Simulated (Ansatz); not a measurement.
Steps of a relaxation of CH₃FOSn with RKS PBE-D4/def2-SVP.

```sh
$ ansatz run in.yaml --threads 2 --pin off --events-out ev --progress --plain --max-ram 4352MiB
```

```yaml
crystal:
  periodic: [false, false, false]
  atoms:
    - {symbol: F, position_ang: [0.329200, -0.802600, 1.901100]}
    - {symbol: C, position_ang: [0.747400, -0.369100, 0.649900]}
    - {symbol: O, position_ang: [0.227200, -1.158700, -0.348500]}
    - {symbol: Sn, position_ang: [-0.599600, 0.659600, -0.540200]}
    - {symbol: H, position_ang: [1.835600, -0.160800, 0.516400]}
    - {symbol: H, position_ang: [-2.369000, 0.417300, -0.177400]}
    - {symbol: H, position_ang: [-0.109600, 1.346200, -2.047000]}
basis:
  gaussian: {orbitals: def2-SVP}
hamiltonian: {xc: pbe, dispersion: d4}
relax: {f_tol: 0.03, max_steps: 200}
```

Positions (Å) and forces (eV/Å) along the path, 19 of 23 steps:

```xyz
7
step=1 energy=-11668.4310 eV
F     0.329   -0.803    1.901    0.846    0.571   -0.426
C     0.747   -0.369    0.650   -0.164   -1.676    0.186
O     0.227   -1.159   -0.348    1.063   -1.302    0.261
Sn   -0.600    0.660   -0.540   -2.645    2.453   -0.410
H     1.836   -0.161    0.516   -0.003   -0.087    0.834
H    -2.369    0.417   -0.177    1.042    0.156   -0.343
H    -0.110    1.346   -2.047   -0.139   -0.114   -0.102
7
step=2 energy=-11668.7384 eV
F     0.375   -0.837    1.919    0.309    0.350   -0.295
C     0.759   -0.409    0.669   -0.372   -1.523   -0.836
O     0.259   -1.160   -0.360    0.632    0.118    0.903
Sn   -0.649    0.736   -0.497    1.064    1.411   -0.413
H     1.855   -0.200    0.620   -0.131    0.153    0.346
H    -2.240    0.483   -0.303   -1.563   -0.396    0.237
H    -0.297    1.320   -2.095    0.061   -0.113    0.058
7
step=3 energy=-11668.9336 eV
F     0.381   -0.823    1.906    0.133    0.170   -0.162
C     0.760   -0.440    0.648   -0.393   -1.360   -0.999
O     0.263   -1.174   -0.371    0.541    0.625    1.090
Sn   -0.650    0.802   -0.485    0.426    0.787   -0.051
H     1.848   -0.187    0.632   -0.090    0.116    0.154
H    -2.287    0.457   -0.276   -0.574   -0.239    0.004
H    -0.255    1.296   -2.101   -0.043   -0.099   -0.038
7
step=5 energy=-11669.2125 eV
F     0.394   -0.827    1.890   -0.192   -0.123   -0.190
C     0.775   -0.569    0.610    0.402   -0.681   -0.116
O     0.216   -1.115   -0.370    0.482    0.391    0.920
Sn   -0.600    1.163   -0.338   -0.901   -0.068   -0.688
H     1.834   -0.188    0.655   -0.283   -0.042   -0.279
H    -2.228    0.330   -0.381    0.485    0.386    0.105
H    -0.328    1.137   -2.112    0.008    0.137    0.247
7
step=6 energy=-11669.2944 eV
F     0.415   -0.869    1.916    0.015   -0.003   -0.352
C     0.807   -0.603    0.641    0.068   -0.363   -0.043
O     0.251   -1.142   -0.335    0.295    0.252    0.582
Sn   -0.646    1.136   -0.405   -0.345    0.116   -0.124
H     1.844   -0.171    0.665   -0.257   -0.076   -0.096
H    -2.283    0.386   -0.367    0.317    0.130   -0.086
H    -0.326    1.195   -2.160   -0.092   -0.056    0.119
7
step=7 energy=-11669.3361 eV
F     0.446   -0.954    1.919    0.032    0.074   -0.063
C     0.818   -0.631    0.665    0.070   -0.308   -0.080
O     0.256   -1.128   -0.313    0.117    0.133    0.196
Sn   -0.655    1.185   -0.424   -0.066    0.206    0.022
H     1.816   -0.126    0.676   -0.113   -0.043    0.012
H    -2.257    0.428   -0.393    0.006   -0.030   -0.064
H    -0.364    1.157   -2.174   -0.045   -0.032   -0.023
7
step=8 energy=-11669.3068 eV rejected
F     0.480   -1.021    1.936    0.218   -0.356    0.187
C     0.899   -0.777    0.692    0.194    1.444    0.321
O     0.264   -1.105   -0.274    0.020   -0.426   -0.364
Sn   -0.695    1.376   -0.432   -0.365   -0.205   -0.482
H     1.816   -0.095    0.712   -0.315   -0.778    0.019
H    -2.268    0.444   -0.464    0.302    0.217    0.029
H    -0.435    1.110   -2.217   -0.053    0.104    0.290
7
step=10 energy=-11669.3869 eV
F     0.519   -1.064    1.960    0.151   -0.129    0.059
C     0.894   -0.744    0.720   -0.178    0.375   -0.284
O     0.261   -1.090   -0.255    0.224   -0.024    0.240
Sn   -0.718    1.359   -0.470   -0.044    0.020   -0.157
H     1.834   -0.128    0.725   -0.131   -0.291    0.088
H    -2.265    0.464   -0.492   -0.008    0.014    0.009
H    -0.463    1.135   -2.233   -0.015    0.035    0.045
7
step=11 energy=-11669.4100 eV
F     0.604   -1.170    1.986    0.122   -0.055   -0.042
C     0.901   -0.752    0.753    0.090    0.246   -0.002
O     0.236   -1.049   -0.208   -0.036   -0.043    0.019
Sn   -0.739    1.405   -0.513   -0.040   -0.044   -0.186
H     1.832   -0.123    0.750   -0.129   -0.185    0.123
H    -2.280    0.493   -0.541   -0.012    0.027    0.032
H    -0.493    1.128   -2.273    0.004    0.053    0.056
7
step=12 energy=-11669.4373 eV
F     0.731   -1.319    2.022    0.094    0.227   -0.679
C     0.915   -0.762    0.806   -0.186   -0.300   -0.054
O     0.194   -0.987   -0.138    0.185    0.088    0.631
Sn   -0.772    1.443   -0.592    0.033    0.004   -0.084
H     1.830   -0.119    0.792   -0.075   -0.025    0.187
H    -2.315    0.538   -0.592   -0.036    0.001   -0.004
H    -0.521    1.138   -2.343   -0.015    0.005    0.003
7
step=13 energy=-11669.4833 eV
F     0.866   -1.467    2.022    0.029    0.007   -0.242
C     0.965   -0.803    0.868   -0.047    0.000   -0.241
O     0.203   -0.965   -0.052    0.020    0.128    0.407
Sn   -0.822    1.490   -0.670    0.038   -0.085   -0.045
H     1.838   -0.105    0.878   -0.053   -0.039    0.141
H    -2.414    0.654   -0.679    0.029   -0.001   -0.008
H    -0.575    1.128   -2.412   -0.016   -0.010   -0.013
7
step=15 energy=-11669.4935 eV rejected
F     1.088   -1.730    1.874   -0.571    0.806   -0.696
C     0.900   -0.742    0.969   -0.052   -0.909   -1.384
O    -0.005   -0.732    0.145    1.003   -0.148    1.717
Sn   -0.784    1.506   -0.762   -0.032    0.114   -0.077
H     1.793   -0.068    0.939   -0.302    0.185    0.388
H    -2.348    0.639   -0.713   -0.095    0.041    0.002
H    -0.583    1.059   -2.498    0.049   -0.089    0.050
7
step=16 energy=-11669.5638 eV
F     1.022   -1.674    1.926   -0.057    0.325   -0.701
C     0.966   -0.792    0.911   -0.252   -0.069    0.144
O     0.094   -0.797    0.077    0.203   -0.173    0.483
Sn   -0.805    1.494   -0.745   -0.012    0.046   -0.019
H     1.796   -0.051    0.971    0.078   -0.062    0.114
H    -2.421    0.706   -0.714    0.025   -0.002   -0.002
H    -0.592    1.047   -2.471    0.015   -0.064   -0.020
7
step=18 energy=-11669.6322 eV
F     1.114   -1.802    1.734    0.041    0.088   -0.121
C     0.945   -0.757    0.930   -0.048    0.045   -0.092
O     0.015   -0.681    0.170    0.002   -0.023    0.122
Sn   -0.804    1.531   -0.787    0.004   -0.009    0.001
H     1.750    0.008    1.056   -0.010   -0.081    0.105
H    -2.423    0.753   -0.705    0.017    0.022   -0.024
H    -0.536    0.880   -2.443   -0.005   -0.041    0.010
7
step=19 energy=-11669.6551 eV
F     1.206   -1.877    1.574   -0.024    0.169   -0.129
C     0.941   -0.736    0.938    0.187   -0.071    0.223
O    -0.056   -0.596    0.283   -0.072    0.000   -0.073
Sn   -0.822    1.552   -0.809   -0.018    0.015    0.029
H     1.745    0.023    1.117   -0.107   -0.091   -0.047
H    -2.464    0.819   -0.766    0.017    0.015   -0.001
H    -0.490    0.747   -2.384    0.018   -0.037   -0.003
7
step=20 energy=-11669.6573 eV
F     1.214   -1.872    1.548   -0.041    0.178   -0.135
C     0.930   -0.729    0.925    0.203   -0.090    0.213
O    -0.075   -0.593    0.281   -0.052   -0.004   -0.022
Sn   -0.819    1.555   -0.795   -0.006   -0.005    0.004
H     1.728    0.036    1.102   -0.109   -0.088   -0.042
H    -2.460    0.826   -0.765   -0.004    0.016   -0.003
H    -0.458    0.709   -2.342    0.009   -0.006   -0.015
7
step=21 energy=-11669.6478 eV rejected
F     1.266   -1.894    1.483   -0.213    0.371   -0.036
C     0.913   -0.717    0.955    0.336   -0.373   -0.381
O    -0.102   -0.585    0.321    0.051   -0.022    0.272
Sn   -0.821    1.547   -0.802    0.025    0.044    0.001
H     1.717    0.046    1.107   -0.182    0.006    0.136
H    -2.482    0.867   -0.782    0.008   -0.018   -0.022
H    -0.430    0.669   -2.329   -0.026   -0.008    0.029
7
step=22 energy=-11669.6603 eV
F     1.242   -1.877    1.516   -0.007    0.033   -0.030
C     0.927   -0.728    0.930    0.020   -0.021    0.034
O    -0.093   -0.594    0.307    0.007   -0.005    0.010
Sn   -0.815    1.551   -0.793    0.002    0.001    0.007
H     1.714    0.045    1.102   -0.025   -0.008   -0.014
H    -2.468    0.849   -0.779   -0.004    0.006   -0.002
H    -0.445    0.686   -2.328    0.006   -0.006   -0.005
7
step=23 energy=-11669.6609 eV
F     1.267   -1.875    1.499   -0.006   -0.004   -0.007
C     0.921   -0.729    0.928    0.017    0.001    0.013
O    -0.109   -0.610    0.318   -0.010   -0.003   -0.001
Sn   -0.805    1.543   -0.786   -0.004    0.002    0.002
H     1.692    0.060    1.097   -0.002    0.006   -0.004
H    -2.470    0.872   -0.786    0.000    0.002    0.001
H    -0.435    0.670   -2.317    0.004   -0.003   -0.004
```

It took 35 s on 2 threads of an Arm Neoverse V1 on a shared host, with 0.14 GiB of host memory at the peak.
